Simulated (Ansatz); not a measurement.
A structure relaxed at r2SCAN-D4/def2-SVP in Ansatz, charge 1, doublet:

```xyz
7

Zn   -0.8293    0.3755    1.4564
Zn   -0.8723   -0.6316   -1.3320
Zn    1.6067    0.5483   -0.2239
F    -1.6439   -0.9758    0.3794
F     1.0266   -0.7772   -1.4696
F     1.0751    0.3181    1.5947
F    -0.3630    1.1427   -0.4050
```

Problem. Give its formula and point group.

Solution. Zn₃F₄⁺ (the lowest doublet isomer of a short search). Point group C3v (tolerance 0.1 Å).

Problem. Summarise the bond lengths by kind (pairs closer than 1.2 times the sum of covalent radii, bridged metal pairs left out).

Solution. 9 × F–Zn 1.91 to 2.07 Å.

Another isomer (doublet) lies 0.17 eV lower at PBE0-D4/def2-TZVP; other spin states weren't run for this one.
